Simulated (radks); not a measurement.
The mean radii <r> (bohr) of the occupied orbitals of an atom or ion are listed with their occupations. Method: scalar-relativistic Kohn-Sham, LDA (Slater exchange, Perdew-Wang correlation), spin-polarised, spherical densities, finite nucleus; Fermi nuclear charge, rms radius of each element as measured or else 0.836 A^(1/3) + 0.57 fm; computed with a radial shooting solver on a logarithmic mesh with Libxc functionals.

| orbital | occ. | <r> |
|---|---|---|
| 1s up | 1 | 0.02845 |
| 1s down | 1 | 0.02845 |
| 2s up | 1 | 0.1227 |
| 2s down | 1 | 0.1227 |
| 2p up | 3 | 0.1072 |
| 2p down | 3 | 0.1072 |
| 3s up | 1 | 0.3311 |
| 3s down | 1 | 0.3311 |
| 3p up | 3 | 0.3291 |
| 3p down | 3 | 0.3291 |
| 3d up | 5 | 0.3056 |
| 3d down | 5 | 0.3056 |
| 4s up | 1 | 0.7902 |
| 4s down | 1 | 0.7897 |
| 4p up | 3 | 0.8513 |
| 4p down | 3 | 0.8500 |
| 4d up | 5 | 1.019 |
| 4d down | 5 | 1.013 |
| 5s up | 1 | 1.988 |
| 4f up | 1 | 3.233 |

Name the element and its charge. Open shells, if any, are filled with parallel spins first.

Answer. Z = 51, antimony, charge +3: Sb3+ in [Kr] 4d10 5s1 4f1. The 1s radius gives Z: for a bare nucleus <r> = (2 gamma + 1)/(2Z) with gamma = sqrt(1 - (Z/c)^2), 0.028 bohr for Z = 51, and screening makes it slightly larger (0.02845 here). The occupations add up to 48, and the charge is Z minus that.
